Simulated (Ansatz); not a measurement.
Reaction (silylene formation by 1,1-elimination): `C[SiH](Cl)Br` → `CCl` + `[SiH]Br`

Calculated with Ansatz (gas phase, PBE0-D4/def2-TZVP geometries, no zero-point term in ΔE). CBS: MP2 limit from def2 TZ/QZ plus the TZ coupled-cluster correction, frozen cores. This one scheme is used for every species. For Br outer-core shells are correlated without core-valence functions, which leaves a few kJ/mol of doubt a bond. Scalar relativity is left out up to krypton.

```csv
species,HF/CBS(def2) energy (Eh)
`C[SiH](Cl)Br`,-3361.28943
`CCl`,-499.15803
`[SiH]Br`,-2861.99792
```

Task: Work out ΔE.

Result: ΔE = (-499.15803) + (-2861.99792) − (-3361.28943) = 0.13348 Eh = +350.5 kJ/mol. CCSD(T)/CBS gives +369.5 kJ/mol.

Largest T1 diagnostic among the species: 0.011.

From BLYP to BHLYP (50 % exact exchange), in def2-TZVPP and without D4, ΔE moves by +43.4 kJ/mol. In def2-TZVPP, CCSD(T) changes the Hartree–Fock value by +10.6 kJ/mol (the triples alone add +1.9 kJ/mol) and MP2 by +37.8 kJ/mol. Leaving LDA and LC-ωPBE aside and taking each functional with its dispersion term where it has one, the values, not all of them listed here, spread over 54.3 kJ/mol, from BLYP-D4 to r2SCAN0-D4. LDA lies +38.6 kJ/mol from PBE without D4.
